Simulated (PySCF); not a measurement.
Löwdin shares of the frontier orbitals

Compound: C2H4N2SSeSi.
SMILES with atom numbers: `[SiH3:1][S:2][c:3]1[cH:4][n:5][se:6][n:7]1` (hydrogens: H8, H9, H10 on Si1; H11 on C4)

Cartesian coordinates in Å at the PBE0-D3(BJ)/def2-SVP level; atoms count from 1:
```
atom  x, y, z in Å
Si1   -2.1421   -0.6439    0.2197
S2    -0.7946    0.6583    1.3134
C3     0.6355    0.3417    0.3416
C4     1.9079    0.9876    0.6082
N5     2.8885    0.6710   -0.1813
Se6    2.2664   -0.5184   -1.3796
N7     0.6118   -0.4886   -0.6636
H8    -1.7121   -2.0647    0.3103
H9    -2.2941   -0.1982   -1.1911
H10   -3.4228   -0.4477    0.9603
H11    2.0612    1.7053    1.4209
```

Method: TDDFT PBE0/def2-SVPD, vertical, gas phase, core orbitals frozen in the response (PySCF). The PBE0/def2-SVPD calculation is non-relativistic and has no spin–orbit coupling, an omission that weighs most on selenium.

Frontier orbitals with the atoms that hold most of them (Löwdin shares over 4%, at most four atoms; ? is withheld):

```
orbital  ε (eV)                            atoms
 LUMO+2   -0.25  S2 34%, Si1 31%, H8 10%, H9 10%
 LUMO+1   -1.08   Se6 68%, N7 12%, N5 10%, S2 4%
   LUMO   -2.00                                ?
   HOMO       ?                                ?
 HOMO-1   -8.46  Se6 26%, S2 24%, N7 16%, C3 11%
 HOMO-2   -8.62    N5 40%, N7 29%, S2 8%, Se6 7%
 HOMO-3   -9.20  N7 23%, Se6 21%, N5 16%, S2 12%
```

**Question.** Which atoms hold the HOMO, and with what shares?

**Answer.** S2 (bonded to C and Si) 36%; Se6 (bonded to 2 N) 31%; C3 (bonded to C, N and S) 8%; N7 (bonded to C and Se) 7%.

**Question.** Give the leading atoms of the LUMO.

**Answer.** N5 (bonded to C and Se) 25%; N7 (bonded to C and Se) 21%; Se6 (bonded to 2 N) 19%; C4 (bonded to C, N and H) 14%. By element: nitrogen 46%, selenium 19%, carbon 14% or more.

**Question.** What is the HOMO energy, and the HOMO–LUMO gap?

**Answer.** ε(HOMO) = -6.95 eV; the gap is 4.95 eV (0.1818 hartree).

**Question.** How does S1 compare with the orbital gap of 4.95 eV?

**Answer.** S1 is at 4.20 eV (f = 0.134), 0.75 eV below the gap, made of HOMO→LUMO (97%). Without the coupling terms of the response equations the lowest excitation would equal the gap.

**Question.** Give energy, strength and leading configuration of S1, S2, S3 and S6, and follow the Löwdin shares of the leading atoms from the occupied to the empty orbital.

**Answer.** 
- S1 (4.20 eV, f 0.134), HOMO→LUMO (97%): S2 36% → at most 15%, Se6 31% → 19%, N5 at most 8% → 25%, N7 7% → 21%
- S2 (4.50 eV, f 0.0000), HOMO→LUMO+1 (95%): S2 36% → 4%, Se6 31% → 68%, N7 7% → 12%
- S3 (4.90 eV, f 0.0003), HOMO-2→LUMO (96%): N5 40% → 25%, N7 29% → 21%
- S6 (5.55 eV, f 0.015), HOMO-1→LUMO (89%): Se6 26% → 19%, S2 24% → at most 15%, N5 at most 12% → 25%, N7 16% → 21%

One conformer stands for the species.
